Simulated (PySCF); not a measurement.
## Diatomic cations of Sn with the fourth-period p block

MP2 with double-zeta basis sets in PySCF, for the lowest determinant that a PBE0 search found; no spin–orbit coupling. De refers to high-spin ground-configuration atoms (the charge goes to the atom of lower measured ionisation energy or higher electron affinity, which is not always the lowest computed limit).

```csv
M,basis,"reference, frozen orbitals",charged atom,state (unpaired electrons),Re (Å),ωe (cm⁻¹),De (eV)
Ga,cc-pVDZ-PP,"UHF, 8",Ga+,"triplet (σ ↑, π ↑)",3.126,100,0.88
Ge,cc-pVDZ-PP,"UHF, 8",Sn+,"quartet (σ ↑, π ↑↑)",2.599,225,2.34
As,def2-SVP,"UHF, 13",Sn+,triplet (π ↑↑),2.617,236,1.52
Se,def2-SVP,"UHF, 13",Sn+,doublet (π ↑),2.509,271,2.57
Br,def2-SVP,"RHF, 13",Sn+,singlet (closed shell),2.424,307,3.58
```

The shortest bond is that of SnBr⁺ (2.424 Å), the longest that of GaSn⁺ (3.126 Å). SnBr⁺ is bound most strongly (3.58 eV) and GaSn⁺ least (0.88 eV).

The rows differ in basis set, which adds steps of its own.

The state changes along the series, so neighbouring rows are not always alike in their bonding.

Correlated steps freeze the inner cores (8 to 13 orbitals); shallow outer-core shells are correlated. Correlated levels converge slowly with the basis: in double zeta they bind strong bonds too weakly, by up to about 1 eV, and carry superposition errors of some tenths. Spin–orbit coupling is left out, which matters for elements this heavy, above all for dissociation energies. For an ion De counts to the pair picked by the measured ionisation energies or electron affinities, which need not be the lowest pair at this level. Where the molecule has an RHF reference, its open-shell atoms are computed with UHF. States were picked by a PBE0 search and need not be the measured ground states.
